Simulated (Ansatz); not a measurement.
A nudged elastic band was laid between two geometries of ClGaH₃ (5 atoms, charge 0, multiplicity 2).

Theory: UKS PBE/def2-SVP (Ansatz 0.2.0).

```yaml
movable_images: 7
climbing_image: yes
spring: 5.0 eV/Å²
optimiser: quadratic models (default)
start_path: through a guess of the saddle point
force_threshold: 0.05 eV/Å
iteration_limit: 60
end_points: relaxed
```

First end point:

```xyz
5
Properties=species:S:1:pos:R:3
Ga 0.254 0.029 0.662
H -0.830 -1.255 0.663
H 1.562 0.004 -0.184
H -1.257 0.271 -0.034
Cl 0.272 0.951 2.633
```

Last end point:

```xyz
5
Properties=species:S:1:pos:R:3
Ga 0.065 -0.038 -0.116
H -0.103 0.060 2.118
H 1.525 -0.197 -0.751
H -1.284 0.055 -0.973
Cl -0.203 0.120 3.462
```

(1) What changes between the two ends?

(2) Give the energies along the band, and the barrier.

Results:

(1) Bonds broken: Ga1–H2, Ga1–Cl5. Bonds formed: H2–Cl5. ClGaH3 becomes ClH + GaH2.

(2) The forces met the threshold. The highest image is number 8 of 0 to 8, 0.45 eV above the first end and 0.00 eV above the last; the last end lies 0.45 eV above the first. The highest image is an end point: on this band no image between the ends rises above it.

```json
{"image": "0", "path coordinate (Å)": "0.00", "energy (eV)": "0.00", "Ga1–H2 (Å)": "1.68", "Ga1–Cl5 (Å)": "2.18", "H2–Cl5 (Å)": "3.16"}
{"image": "1", "path coordinate (Å)": "0.50", "energy (eV)": "0.08", "Ga1–H2 (Å)": "1.72", "Ga1–Cl5 (Å)": "2.21", "H2–Cl5 (Å)": "2.83"}
{"image": "2", "path coordinate (Å)": "1.00", "energy (eV)": "0.08", "Ga1–H2 (Å)": "1.78", "Ga1–Cl5 (Å)": "2.24", "H2–Cl5 (Å)": "2.48"}
{"image": "3", "path coordinate (Å)": "1.50", "energy (eV)": "0.13", "Ga1–H2 (Å)": "1.75", "Ga1–Cl5 (Å)": "2.37", "H2–Cl5 (Å)": "1.94"}
{"image": "4", "path coordinate (Å)": "2.00", "energy (eV)": "0.33", "Ga1–H2 (Å)": "1.87", "Ga1–Cl5 (Å)": "2.66", "H2–Cl5 (Å)": "1.50"}
{"image": "5", "path coordinate (Å)": "2.50", "energy (eV)": "0.35", "Ga1–H2 (Å)": "2.17", "Ga1–Cl5 (Å)": "3.10", "H2–Cl5 (Å)": "1.35"}
{"image": "6", "path coordinate (Å)": "3.00", "energy (eV)": "0.41", "Ga1–H2 (Å)": "2.19", "Ga1–Cl5 (Å)": "3.40", "H2–Cl5 (Å)": "1.35"}
{"image": "7", "path coordinate (Å)": "3.50", "energy (eV)": "0.45", "Ga1–H2 (Å)": "2.23", "Ga1–Cl5 (Å)": "3.58", "H2–Cl5 (Å)": "1.35"}
{"image": "8", "path coordinate (Å)": "3.59", "energy (eV)": "0.45", "Ga1–H2 (Å)": "2.24", "Ga1–Cl5 (Å)": "3.59", "H2–Cl5 (Å)": "1.35"}
```

Time of the run: 3.6 min on 1 thread of Arm Neoverse V1, on a shared host, peak memory 0.13 GiB.
